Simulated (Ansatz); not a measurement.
Z-matrix (Å, degrees):
```
W
O 1 1.902
O 1 1.865 2 85.2
Cl 1 2.334 2 83.3 3 -161.8
O 1 1.678 2 111.1 3 100.2
Cl 1 2.297 2 140.3 3 -85.6
H 1 2.509 2 19.6 3 -173.3
H 3 0.962 1 127.6 2 -56.1
```

Charge 0, multiplicity 1. W takes the def2 core potential.

(1) List the B3LYP/def2-TZVPP orbital energies in eV (the Gaussian-basis code of Ansatz). (An estimate is asked.)

## Answers

(1) Computed: Occupied: -2762.80, -2762.47, -522.15, -522.13, -521.55, -257.56, -257.23, -196.55, -196.46, -196.45, -196.22, -196.13, -196.13, -84.75, -48.14, -47.83, -47.75, -28.28, -27.74, -26.20, -22.58, -22.20, -15.65, -14.97, -12.65, -12.37, -12.22, -11.98, -11.26, -10.72, -10.48, -10.08, -9.84, -9.51, -9.33, -8.92, -8.57. Lowest empty: -3.97, -2.52, -1.94, -1.04, -0.34, -0.24, 1.38, 1.82.

B3LYP here is the variant with VWN-RPA as its local correlation; programs differ in this.
